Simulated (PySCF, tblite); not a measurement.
Isomers of C8H9P. Computed with GFN2-xTB (tblite): harmonic, unscaled wavenumbers at the GFN2-xTB geometry, gas phase. Errors from tens to a few hundred cm⁻¹ against measured bands are possible. Modes of hydrogen on phosphorus can be 10 to 20 % off. One conformer each.

Electronic energies: PBE0/pcSseg-1 single points on the GFN2-xTB geometries (PySCF, gas phase).

| SMILES | electronic energy, lowest = 0 (kJ/mol) |
| --- | --- |
| [H]/P=C(\C)c1ccccc1 | 11.1 |
| c1cc(C2CC2)ccp1 | 37.1 |
| C=P12C=CC(C=C1)C=C2 | 306.6 |
| c1ccc(P2CC2)cc1 | 0.0 |
| C=Pc1ccccc1C | 19.3 |
| C=Cc1cccc(C)p1 | 19.1 |

Q: How do GFN2-xTB zero-point energies change the relative energies?

A: 
```json
{"SMILES": "c1ccc(P2CC2)cc1", "ZPE (kJ/mol)": "372.2", "of it from modes above 1550 cm⁻¹": "183.9", "electronic (kJ/mol)": "0.0", "with ZPE, lowest = 0 (kJ/mol)": "0.0", "lowest mode (cm⁻¹)": "45", "rings": "2"}
{"SMILES": "[H]/P=C(\\C)c1ccccc1", "ZPE (kJ/mol)": "367.7", "of it from modes above 1550 cm⁻¹": "178.2", "electronic (kJ/mol)": "11.1", "with ZPE, lowest = 0 (kJ/mol)": "6.6", "lowest mode (cm⁻¹)": "6i", "rings": "1"}
{"SMILES": "C=Cc1cccc(C)p1", "ZPE (kJ/mol)": "369.5", "of it from modes above 1550 cm⁻¹": "183.5", "electronic (kJ/mol)": "19.1", "with ZPE, lowest = 0 (kJ/mol)": "16.4", "lowest mode (cm⁻¹)": "31", "rings": "1"}
{"SMILES": "C=Pc1ccccc1C", "ZPE (kJ/mol)": "368.9", "of it from modes above 1550 cm⁻¹": "183.5", "electronic (kJ/mol)": "19.3", "with ZPE, lowest = 0 (kJ/mol)": "16.1", "lowest mode (cm⁻¹)": "60", "rings": "1"}
{"SMILES": "c1cc(C2CC2)ccp1", "ZPE (kJ/mol)": "376.4", "of it from modes above 1550 cm⁻¹": "174.3", "electronic (kJ/mol)": "37.1", "with ZPE, lowest = 0 (kJ/mol)": "41.3", "lowest mode (cm⁻¹)": "67", "rings": "2"}
{"SMILES": "C=P12C=CC(C=C1)C=C2", "ZPE (kJ/mol)": "361.9", "of it from modes above 1550 cm⁻¹": "193.0", "electronic (kJ/mol)": "306.6", "with ZPE, lowest = 0 (kJ/mol)": "296.4", "lowest mode (cm⁻¹)": "191", "rings": "3"}
```

The zero-point energies span 14.5 kJ/mol, from `C=P12C=CC(C=C1)C=C2` to `c1cc(C2CC2)ccp1`. Slightly imaginary modes are left out of the zero-point energy: `[H]/P=C(\C)c1ccccc1` 6.4i cm⁻¹. The lowest isomer stays, but the order above it changes.

Q: And how do the electronic energies of GFN2-xTB itself compare?

A: `c1ccc(P2CC2)cc1` 11.2; `[H]/P=C(\C)c1ccccc1` 0.0; `C=Cc1cccc(C)p1` 38.6; `C=Pc1ccccc1C` 26.9; `c1cc(C2CC2)ccp1` 27.3; `C=P12C=CC(C=C1)C=C2` 238.0 kJ/mol, lowest = 0. Against the energies above, taken from the same isomer `c1ccc(P2CC2)cc1`, the largest difference is 79.8 kJ/mol.

Q: What do entropy and thermal enthalpy add at 298.15 K and 1 bar (rigid rotor, harmonic oscillator, one conformer each)?

A: 
```csv
SMILES,point group,symmetry number,S (J/(mol K)),H − H(0) (kJ/mol),ZPE + H − H(0) − TS (kJ/mol)
c1ccc(P2CC2)cc1,Cs,1,380.6,24.48,283.2
C=Pc1ccccc1C,C1,1,397.9,26.86,277.1
c1cc(C2CC2)ccp1,Cs,1,372.8,23.72,289.0
C=P12C=CC(C=C1)C=C2,Cs,1,360.4,23.93,278.4
```

Not tabulated: `[H]/P=C(\C)c1ccccc1` (lowest mode only 6i cm⁻¹); `C=Cc1cccc(C)p1` (point group not settled).
